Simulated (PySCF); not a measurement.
# P⁺: excitation energy

P⁺ [Ne] 3s2 3p2 (3P) → P⁺ [Ne] 3s2 3p1 4s1, s spin flipped, as a difference of total energies. Calculation: PySCF 2.14, in aug-cc-pVDZ-DK (5s4p2d, 27 functions); scalar relativity by spin-free X2C-1e. Correlated levels: valence: [Ne] frozen. The calculations carry no spin-orbit coupling.

```
           method  excitation energy (cm⁻¹)
              UHF                     86336
              LDA                     86802
              PBE                     87000
             PBE0                     87805
           r2SCAN                     89653
          LC-wPBE                     89741
            B97-3                     87053
             TPSS                     88212
            M06-L                     89427
    MP2 (valence)                     86827
SCS-MP2 (valence)                     86371
```

The upper determinant mixes two multiplicities, so it lies between the two terms.

The promoted electron is Rydberg-like, and one or two diffuse shells describe it only roughly, which tends to raise the upper state.
